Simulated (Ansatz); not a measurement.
C$_{2}$H$_{6}$BN, SMILES `[BH3-][N+]#CC`. The species carries charge 0 and has multiplicity 1. Geometry: relaxed with PBE0-D4/def2-TZVP.

```xyz
10

B     0.368    1.421    1.477
N     0.097    0.372    0.388
C    -0.104   -0.407   -0.422
C    -0.360   -1.391   -1.446
H     0.320    0.822    2.529
H     1.468    1.867    1.238
H    -0.511    2.246    1.364
H    -1.365   -1.254   -1.849
H     0.366   -1.283   -2.254
H    -0.279   -2.395   -1.025
```

Q: What is the dipole moment at PBE/def2-TZVPP? (Estimate.)

A: Computed: 6.90 D, with components (-1.22, -4.71, -4.90) D in this frame, pointing from negative to positive charge.

Q: And with r2SCAN, B3LYP, ωB97M-V? (Estimate.)

A: Computed: r2SCAN 7.15 D, B3LYP 7.27 D, ωB97M-V 7.59 D.

Q: Give the Mulliken charges with PBE, ωB97M-V, B3LYP in def2-TZVPP. (Best estimate.)

A: Ansatz gave: 
```json
{"atom": "B1", "PBE": "-0.32", "ωB97M-V": "-0.46", "B3LYP": "-0.29"}
{"atom": "N2", "PBE": "0.27", "ωB97M-V": "0.14", "B3LYP": "0.16"}
{"atom": "C3", "PBE": "-0.18", "ωB97M-V": "0.01", "B3LYP": "-0.07"}
{"atom": "C4", "PBE": "-0.13", "ωB97M-V": "-0.21", "B3LYP": "-0.16"}
{"atom": "H5", "PBE": "-0.01", "ωB97M-V": "0.03", "B3LYP": "-0.01"}
{"atom": "H6", "PBE": "-0.01", "ωB97M-V": "0.03", "B3LYP": "-0.01"}
{"atom": "H7", "PBE": "-0.01", "ωB97M-V": "0.03", "B3LYP": "-0.01"}
{"atom": "H8", "PBE": "0.13", "ωB97M-V": "0.15", "B3LYP": "0.13"}
{"atom": "H9", "PBE": "0.13", "ωB97M-V": "0.15", "B3LYP": "0.13"}
{"atom": "H10", "PBE": "0.13", "ωB97M-V": "0.15", "B3LYP": "0.13"}
```

B3LYP here is the variant with VWN-RPA as its local correlation; programs differ in this.
